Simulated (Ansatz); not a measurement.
Basis sets compared for Al13As13H30, a nanocrystal cut from zinc blende AlAs (hydrogen-capped). Charge 0, multiplicity 1. Geometry r2SCAN-D4/def2-SVP. Ansatz on 11 threads of AMD EPYC 7R13 on a shared host and a whole NVIDIA H100 80GB HBM3; times are rough, and most runs start from earlier orbitals.

```xyz
56

Al   -0.415    1.468   -2.772
Al   -0.174    4.345    0.306
Al   -3.831    3.462   -1.270
Al   -3.049   -0.634   -0.558
Al   -2.767    2.275    2.485
Al    3.418    2.390   -1.268
Al    3.102   -0.311   -4.308
Al    0.256   -2.432   -2.007
Al    4.078   -1.450   -0.515
Al    0.576    0.287    0.959
Al   -2.038   -1.965    3.316
Al    1.216   -3.735    1.890
Al   -2.423   -4.721    0.333
As   -1.337    3.510   -1.686
As    2.035    1.676   -3.164
As    2.254    4.388   -0.306
As   -0.634   -0.316   -1.056
As   -0.361    2.397    1.849
As   -3.797    1.547    0.381
As   -3.112   -2.433    1.161
As   -2.881    0.290    4.008
As    2.966    0.587    0.391
As    2.662   -1.968   -2.449
As   -0.025   -4.113   -0.192
As    3.562   -3.216    1.185
As    0.315   -1.530    2.619
H    -1.186    1.135   -4.118
H    -0.624    5.718    0.958
H    -4.574    2.995   -2.598
H    -4.218    4.788   -0.472
H    -3.900   -1.031   -1.837
H    -3.301    3.581    3.208
H     4.961    2.679   -1.489
H     2.234   -0.710   -5.581
H     4.675   -0.052   -4.370
H    -0.494   -2.884   -3.330
H     5.643   -1.286   -0.711
H    -2.167   -3.012    4.500
H     1.192   -4.839    3.028
H    -3.191   -5.038   -1.025
H    -2.414   -5.711    1.583
H    -1.128    4.625   -2.690
H     2.187    2.821   -4.143
H     2.463    5.540   -1.261
H     3.059    4.940    0.848
H     0.409    2.753    3.103
H    -5.246    1.338    0.769
H    -4.573   -2.575    1.536
H    -4.320    0.126    4.437
H    -2.311    0.653    5.360
H     3.700    0.962    1.661
H     3.236   -3.278   -2.947
H     0.594   -5.387   -0.728
H     4.191   -4.504    0.709
H     4.427   -3.013    2.408
H     1.077   -1.132    3.864
```

Single mean-field runs in def2-SVP, def2-TZVP are fitted with def2-universal-jkfit.

Binding counts from free atoms (Al doublet, As quartet, H doublet) in the same basis, without a counterpoise term.

```
           level  functions  energy (Eh)  HOMO (eV)  LUMO (eV)  binding per atom (eV)  wall time
 PBE-D4/def2-SVP        800  -32226.2259      -6.11      -2.38                   2.86      6.5 s
PBE0-D4/def2-SVP        800  -32227.4613      -7.12      -1.74                   2.86       12 s
```

(1) Estimate the rows for PBE-D4/def2-TZVP, PBE0-D4/def2-TZVP.

Results:

(1) 
| level | functions | energy (Eh) | HOMO (eV) | LUMO (eV) | binding per atom (eV) | wall time |
| --- | --- | --- | --- | --- | --- | --- |
| PBE-D4/def2-TZVP | 1285 | -32230.9189 | -6.14 | -2.43 | 2.85 | 9.5 s |
| PBE0-D4/def2-TZVP | 1285 | -32232.1243 | -7.11 | -1.77 | 2.84 | 15 s |
